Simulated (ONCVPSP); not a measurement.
Transferability test, ONCV potential for Al

Al, optimised norm-conserving Vanderbilt (ONCV), made with ONCVPSP 4.0.1 (PBEsol, non-relativistic). Core [Ne], reference 3s2 3p1. Waves: 3s: rc 1.95 bohr, ncon 3, nbas 7, qcut 3.5 1/bohr, 2 projectors, debl 3.1 Ha; 3p: rc 1.90 bohr, ncon 4, nbas 7, qcut 5.2 1/bohr, 2 projectors, debl 3.3 Ha; d scattering state at 0.42 Ha: rc 2.15 bohr, ncon 5, nbas 10, qcut 4.8 1/bohr, 2 projectors, debl 2.3 Ha. Local part: polynomial inside 1.20 bohr (lpopt 5, dvloc0 1 Ha). Core correction: Teter function, fcfact 2.25, rcfact 1.55.

Energies are relative to the spin-unpolarised reference configuration 3s2 3p1; without spin polarisation the order of configurations can differ from experiment.

| valence configuration | charge | ΔE all-electron (eV) | error AE − PS (meV) |
| --- | --- | --- | --- |
| 3s2 3p0.5 | +0.5 | 2.078 | +0.2 |
| 3s1 3p2 | 0 | 5.087 | -4.8 |

Q: What are ΔE and the potential's error for 3s2 3p0?

A: ΔE = 5.746 eV all-electron; the error (AE − PS) is +0.6 meV.

Q: What are ΔE and the potential's error for 3s1 3p0?

A: ΔE = 24.883 eV all-electron; the error (AE − PS) is -39 meV.

Levels in the configuration 3s2 3p0.5:

| level | all-electron (eV) | pseudo (eV) |
| --- | --- | --- |
| 3s | -11.033 | -11.033 |
| 3p | -5.686 | -5.685 |

Note: no bound ghost flagged; GHOST(+) flagged for s at 121.6 eV.
